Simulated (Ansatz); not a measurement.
System: sum formula SiN3H6Cl, charge 0, multiplicity 1. 
Coordinates optimised at B3LYP-D3(BJ)/def2-TZVP (Ansatz, a quantum-chemistry and plane-wave program):
```
Si
N 1 1.7036
H 2 1.0067 1 119.06
H 2 1.0068 3 112.37 1 -152.40
N 1 1.7036 2 110.19 3 124.01
H 5 1.0066 1 119.06 2 1.60
H 5 1.0067 6 112.38 1 -152.47
N 1 1.7038 2 110.10 3 2.24
H 8 1.0067 1 118.98 2 124.17
H 8 1.0068 9 112.34 1 -152.12
Cl 1 2.1018 2 108.83 3 -116.92
```
Charge 0, spin multiplicity 1.

Atomisation energy built up term by term with Ansatz (kcal/mol; UHF references for open shells; valence terms freeze the core; atomic spin-orbit terms are left out). CBS marks a two-point X^-3 extrapolation of the correlation energy; Hartree-Fock from the larger set.

```tsv
term	basis	kcal/mol
Hartree-Fock	aug-cc-pV(Q+d)Z	639.46
CCSD correlation	CBS(aug-cc-pV(T+d)Z,aug-cc-pV(Q+d)Z)	[?]
(T)	CBS(aug-cc-pV(T+d)Z,aug-cc-pV(Q+d)Z)	[?]
core correlation	cc-pwCVTZ	2.48
scalar relativity (X2C)	cc-pVTZ-DK against cc-pVTZ	-1.96
sum: De		[?]
```

Fill in the missing entries.


- CCSD correlation, kcal/mol: 283.09
- (T), kcal/mol: 17.38
- sum: De, kcal/mol: 940.4
